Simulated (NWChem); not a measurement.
System: CH3FGeO, singlet; SMILES [F][Ge][O]C

Here is an NWChem input.

```
start job
memory heap 200 mb stack 900 mb global 1100 mb
geometry units angstroms noautosym nocenter noautoz
  Ge     0.358138    -0.691294     0.049237
  F     -1.306928    -0.676032    -0.547937
  O      0.544159     1.049503     0.310477
  C     -0.388737     2.078754     0.089853
  H     -0.576333     2.616123     1.034316
  H      0.023491     2.802410    -0.632890
  H     -1.345535     1.693773    -0.297392
end
basis spherical
  * library def2-svpd
end
dft
  xc xcamb88 1.00 lyp 0.81 vwn_5 0.19 hfexch 1.00
  cam 0.33 cam_alpha 0.19 cam_beta 0.46
  iterations 150
end
property
  response 1 0.0
end
task dft property
```

Low-valent species are run as closed-shell singlets; no triplet was tried in these runs. Structure relaxed at the PBE0/def2-SVP level.

Static field.

### Question
What results follow from this input? (CAM-B3LYP/def2-SVPD.) Quantities: isotropic polarisability (bohr³); anisotropy (bohr³).

### Answer
| Quantity | Result |
|---|---|
| isotropic polarisability (bohr³) | 47.0 |
| anisotropy (bohr³) | 15.8 |
